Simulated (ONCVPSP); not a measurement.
## Before and after: ONCV potential for oxygen (O)

```json
{"Element": "O (Z = 8)", "Generator": "ONCVPSP 4.0.1", "Type": "optimised norm-conserving Vanderbilt (ONCV)", "Functional": "PBE", "Relativity": "scalar-relativistic", "Frozen core": "[He]", "Valence charge": "6", "Reference configuration": "2s2 2p3.5 (charge +0.5)", "Partial waves": "2s: rc 0.80 bohr, ncon 3, nbas 6, qcut 8.5 1/bohr, 2 projectors, debl 3.7 Ha; 2p: rc 1.30 bohr, ncon 4, nbas 7, qcut 10.7 1/bohr, 3 projectors, debl 1.3 Ha; d scattering state at 0.07 Ha: rc 1.05 bohr, ncon 4, nbas 9, qcut 9.8 1/bohr, 2 projectors, debl 1.3 Ha", "Local potential": "polynomial inside 0.50 bohr (lpopt 3, dvloc0 0 Ha)", "Core correction": "Teter function, fcfact 4, rcfact 1.05"}
```

All-electron outer shells of the reference configuration (PBE, scalar-relativistic, ld1.x):

| shell | level (eV) | outermost node (bohr) | outermost maximum (bohr) |
| --- | --- | --- | --- |
| 1s | -523.43 | – | 0.13 |
| 2s | -31.39 | 0.28 | 0.87 |
| 2p | -16.28 | – | 0.81 |

Change: functional BLYP.

Cutoffs: the cutoffs (Ha) at which the residual kinetic energy of the hardest occupied pseudo-wave falls to 1 and 0.1 mHa per electron; they do not see the model core or the augmentation charge, which bear on the density cutoff. Errors are all-electron minus pseudo energies relative to the spin-unpolarised reference configuration.

Task: Predict the effect on cutoff, ghosts and configuration errors.

Result: The potential gets neither clearly harder nor softer (38 Ha and 131 Ha → 39 Ha and 131 Ha); the errors of the 4 common tests hardly move; neither file shows a bound ghost.

| quantity | base | changed |
| --- | --- | --- |
| cutoff, loose | 38 Ha | 39 Ha |
| cutoff, tight | 131 Ha | 131 Ha |
| loose cutoff by channel | s 38 Ha, p 38 Ha | s 38 Ha, p 39 Ha |
| bound ghosts | none | none |
| GHOST(+) flags under 300 eV | none | none |
| error for 2s2 2p4, meV [ΔE -6.29 eV] | +2.2 | +2.4 |
| error for 2s2 2p3, meV [ΔE 10.15 eV] | +3.8 | +4.1 |
| error for 2s2 2p2, meV [ΔE 43.73 → 43.75 eV] | +77 | +81 |
| error for 2s2 2p0, meV [ΔE 174.50 → 174.72 eV] | +1317 | +1320 |
| s: phases at 0.81 bohr within 0.05 rad from the reference energy up to (Ha; the scan ends near 5) | to the end of the scan | to the end of the scan |
| p: phases at 1.32 bohr within 0.05 rad from the reference energy up to (Ha; the scan ends near 5) | to the end of the scan | to the end of the scan |
| d: phases at 1.06 bohr within 0.05 rad from the reference energy up to (Ha; the scan ends near 5) | to the end of the scan | to the end of the scan |
| rms error of d²Exc/dni dnj with the model core, mHa | 2.46 | 2.69 |
